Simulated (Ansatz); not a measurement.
Molecule: sum formula HSiO$_{3}$, net charge -1, singlet state. It need not be the lowest isomer of its formula. Whether it binds its extra electron was not tested at this geometry. 
Coordinates optimised at B3LYP-D3(BJ)/def2-TZVP (Ansatz, a first-principles code):
```
Si
O 1 1.5418
O 1 1.5496 2 135.90
O 1 1.6860 2 113.18 3 -180.00
H 4 0.9635 1 106.17 2 -180.00
```
Charge -1, spin multiplicity 1.

Basis-set convergence of Hartree-Fock and CCSD(T) correlation energies (hartree) with Ansatz. Correlated levels leave the core frozen unless marked. No spin-orbit coupling. No relativistic terms.

| basis | functions | E(HF) | E(corr, CCSD(T)) | rough core time |
|---|---|---|---|---|
| aug-cc-pV(D+d)Z | 110 | -514.28427 | -0.73831 | under 20 s |
| aug-cc-pV(T+d)Z | 216 | … | … | 80 s |

Problem. What belongs in the gaps?

Solution. 
- aug-cc-pV(T+d)Z, E(HF): -514.36350
- aug-cc-pV(T+d)Z, E(corr, CCSD(T)): -0.89426
